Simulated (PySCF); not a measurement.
# Polarisability and C₆ of V²⁺ (vanadium, charge +2)

[Ar] 3d2 4s1, high-spin 4F determinant (an excited configuration). Computed with PySCF 2.14 in aug-cc-pVTZ with one added diffuse shell each of s, p, d, f, g type (9s8p6d4f3g, 118 functions), with no relativity, point nucleus. Coupled (time-dependent) response in atomic units; α is the mean over directions.

| method | mean α (bohr³) | C₆ (like pair) | S(−4) |
| --- | --- | --- | --- |
| BP86 | 23.89 | 104.5 | 526.0 |

S(−4) is the Cauchy moment in α(ω) = α(0) + S(−4) ω² + …

α(iu) at BP86:

| u (hartree) | α(iu) (bohr³) |
| --- | --- |
| 0 | 23.89 |
| 0.0500 | 22.65 |
| 0.100 | 19.67 |
| 0.200 | 13.27 |
| 0.300 | 9.071 |
| 0.500 | 5.170 |
| 0.750 | 3.314 |
| 1.00 | 2.445 |
| 1.50 | 1.580 |
| 2.00 | 1.127 |
| 3.00 | 0.6579 |
| 5.00 | 0.3016 |

A single London oscillator, α(iu) = α/(1 + u²/ω²), gives C₆ = (3/4) ω α². Matching the computed C₆ needs ω = 4 × 104.5 / (3 × 23.89²) = 0.244 hartree.

For an ion, C₆ is the dispersion term alone; charge-induced terms of lower order in 1/R come first.
